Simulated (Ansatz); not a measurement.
The same path of C2H5AlBF (10 atoms, charge 0, multiplicity 1) was run 3 times with different band settings. The coordinate that changes most is the dihedral C3–C2–Al4–F5.

Level of theory: RKS BLYP/def2-SVP in Ansatz 0.2.0.

Relaxed end points:

```xyz
10
Properties=species:S:1:pos:R:3
B -1.487 -0.585 -0.386
C -0.050 -0.162 0.050
C 0.670 -1.041 0.817
Al 0.817 1.539 -0.407
F 0.006 2.682 -1.337
H -2.197 0.140 -1.052
H -1.917 -1.675 -0.051
H 1.696 -0.838 1.182
H 0.256 -2.023 1.121
H 2.288 1.912 0.066
```

```xyz
10
Properties=species:S:1:pos:R:3
B -1.480 -0.583 -0.383
C -0.045 -0.164 0.054
C 0.674 -1.045 0.820
Al 0.741 1.564 -0.451
F 2.307 1.885 0.087
H -2.186 0.144 -1.056
H -1.921 -1.668 -0.049
H 1.700 -0.843 1.183
H 0.255 -2.026 1.120
H 0.038 2.686 -1.322
```

Common settings: movable images 9; spring 5.0 eV/Å²; start path through a guess of the saddle point; force threshold 0.03 eV/Å; iteration limit 60; end points relaxed.

| run | climbing image | optimiser |
| --- | --- | --- |
| 1 | yes | quadratic models (default) |
| 2 | from the first iteration | fire |
| 3 | from the first iteration | fire |

Question: What does each run give, and how far can it be trusted?

Answer: Run 1: converged after 15 iterations, highest image 0.058 eV above the first end. A vibrational analysis at the climbing image gives one clearly imaginary mode, 48i cm⁻¹: a first-order saddle point.
Run 2: converged after 47 iterations, highest image 0.063 eV above the first end. The order of the stationary point at the top wasn't checked.
Run 3: converged after 47 iterations, highest image 0.063 eV above the first end. The order of the stationary point at the top wasn't checked.
